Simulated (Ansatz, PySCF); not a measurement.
Reaction (SMILES): F[Se](F)F -> F[Se]F + F atom (the F-Se bond at the site shown breaks; other sites are not compared here)
Each molecule is optimised on its own at B3LYP-D3(BJ)/def2-TZVP (Ansatz, a first-principles code). A spin state is the lowest found, not a proven ground state.

Property: bond dissociation energy (enthalpy at 298 K, with B3LYP-D3(BJ) rigid-rotor harmonic-oscillator terms from PySCF), in kcal/mol. Valence correlation only, unless marked. Open shells are spin-unrestricted. No spin-orbit coupling. Frozen are the shells of the preceding noble gas and the d and f shells that filled before the atom's block. No relativistic terms. CBS marks a two-point X^-3 extrapolation of the correlation energy; Hartree-Fock from the larger set. The bracket is a focal-point correction in the basis named.

| level | program | bond dissociation energy (kcal/mol) |
|---|---|---|
| revPBE-D4/def2-TZVPD | Ansatz + dftd4 | … |
| M06-2X/def2-TZVPD | PySCF | … |
| CAM-B3LYP-D4/def2-TZVPD | Ansatz + dftd4 | 64.4 |
| LC-wPBE-D4/def2-TZVPD | Ansatz + dftd4 | 65.0 |
| LC-wPBE/def2-TZVPD | Ansatz | 64.4 |
| RI-MP2/CBS(cc-pVTZ,cc-pVQZ)+[CCSD(T)-MP2]/cc-pVTZ | Ansatz | … |

Question: What belongs in the gaps?

Answer: 
- revPBE-D4/def2-TZVPD, bond dissociation energy (kcal/mol): 71.8
- M06-2X/def2-TZVPD, bond dissociation energy (kcal/mol): 60.9
- RI-MP2/CBS(cc-pVTZ,cc-pVQZ)+[CCSD(T)-MP2]/cc-pVTZ, bond dissociation energy (kcal/mol): 61.3
